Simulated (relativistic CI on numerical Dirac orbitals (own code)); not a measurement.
Fe⁺ in a cubic cluster: 1s photoemission with charge transfer

Computed with a charge-transfer multiplet model of a cubic metal-ligand cluster with up to 3 ligand holes, Slater and spin-orbit integrals from Dirac-Coulomb-Breit ions, Slater integrals scaled by 0.8. The ground state mixes d7 with configurations of k ligand holes L, whose averages lie at kΔ + k(k − 1)U_dd/2; a core hole lowers each added d electron by U_cd. 20 K, Lorentzian 1.1 eV and Gaussian 0.6 eV FWHM.

Atomic integrals in eV (Slater integrals scaled, ζ unscaled), ground: F2dd 7.751, F4dd 4.773, zeta_d 0.042; with the core hole: F2dd 9.294, F4dd 5.770, zeta_d 0.065, G2cd 0.048.

Cluster parameters (eV): Δ = 6.8, U_dd = 5.5, 10Dq = 1.05, 10Dq(ligand) = 0.1, V(eg) = 2.2, V(t2g) = -0.97, final-state hopping factor = 1.

```
         Case   n_d    d7   d8L  d9L2  d10L3     S
U_cd = 4.9 eV  7.12  0.89  0.11  0.00   0.00  1.50
U_cd = 6.1 eV  7.12  0.89  0.11  0.00   0.00  1.50
U_cd = 6.7 eV  7.12  0.89  0.11  0.00   0.00  1.50
U_cd = 7.9 eV  7.12  0.89  0.11  0.00   0.00  1.50
U_cd = 8.5 eV  7.12  0.89  0.11  0.00   0.00  1.50
```

Weights, n_d and S are thermal averages at 20 K. Binding energies count from the first peak over 30 % of the highest in each spectrum, which can be another peak from case to case. The parameters are a model scan and need not match a compound or its usual spin state. Peaks in eV (height, largest 100):
- U_cd = 4.9 eV: 0.0 (100)
- U_cd = 6.1 eV: 0.0 (100), 6.2 (10)
- U_cd = 6.7 eV: 0.0 (100), 6.1 (15)
- U_cd = 7.9 eV: 0.0 (100), 5.9 (29)
- U_cd = 8.5 eV: 0.0 (100), 5.9 (40)

For the case U_cd = 6.7 eV, Δ = 6.8 eV is larger than U_dd = 5.5 eV, the Mott-Hubbard side of the Zaanen-Sawatzky-Allen scheme. With the core hole the configuration with one ligand hole lies at Δ − U_cd = 1.9, 0.7, 0.1, -1.1, -1.7 eV from the one without, in the order of the table; where this is negative the screened configuration lies lower, though the effective hopping of about 3.1 eV (from the holes of the mixed ground state) mixes the two strongly wherever it is as large as the gap.
